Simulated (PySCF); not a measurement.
Species: SbMe2F, C2H6FSb.
Structure used (PBE0-D3(BJ)/def2-SVP), in Å, numbered top down from 1:
```xyz
10
C2H6FSb angstrom
Sb    -0.328   -0.624    1.131
C      1.501   -0.579   -0.014
H      1.981    0.406    0.088
H      1.244   -0.757   -1.068
H      2.198   -1.356    0.330
C     -1.217    1.000    0.024
H     -2.287    1.076    0.262
H     -1.096    0.809   -1.052
H     -0.724    1.948    0.288
F     -1.146   -2.001    0.016
```

Theory: PySCF, PBE0-D3(BJ)/def2-SVP geometry optimisation, gas phase, def2 core potentials past Kr.

(1) Which atoms are bound to Sb1, and at what distances?

(2) List the angles at Sb1.

(3) What is the shape at Sb1?

(4) What are the other bond lengths?

Results:

(1) 3 atoms: F10 1.952 Å, C6 2.157 Å, C2 2.159 Å. The nearest atom not counted as bound is H4, at 2.71 Å.

(2) 
```csv
angle,degrees,distance of the outer atoms (Å)
C2–Sb1–F10,93.8,3.01
C6–Sb1–F10,93.7,3.00
C2–Sb1–C6,93.5,3.14
```

(3) Pyramidal: angles 93.8°, 93.7° and 93.5°, sum 281.1°, 1.12 Å off the plane of its three neighbours.

(4) C2–H3 and 5 like bonds 1.100 Å.

Point group: near Cs, missed by 0.22 Å at most; the miss may be what the optimiser left on a soft mode. Charge 0, singlet. Stationary, but not proved a minimum.
